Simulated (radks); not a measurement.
Values are calculated unless marked as measured or tabulated.
Task: Ionisation of Ti+, [Ar] 3d2 4s1, to Ti2+, [Ar] 3d2, under several functionals. Scalar-relativistic Kohn-Sham, spin-polarised, spherical densities, finite nucleus; open shells are filled with parallel spins first; a radial shooting solver on a logarithmic mesh with Libxc functionals. Known Delta-SCF values: LDA (Slater exchange, Perdew-Wang correlation) 14.260 eV; BP86 14.163 eV; OLYP 13.667 eV. What does LDA (Slater exchange, Perdew-Zunger correlation) give, and what is its highest occupied eigenvalue?

Result: 14.251 eV by Delta-SCF; the 4s eigenvalue is -11.120 eV. NIST: 13.576 eV (measured).
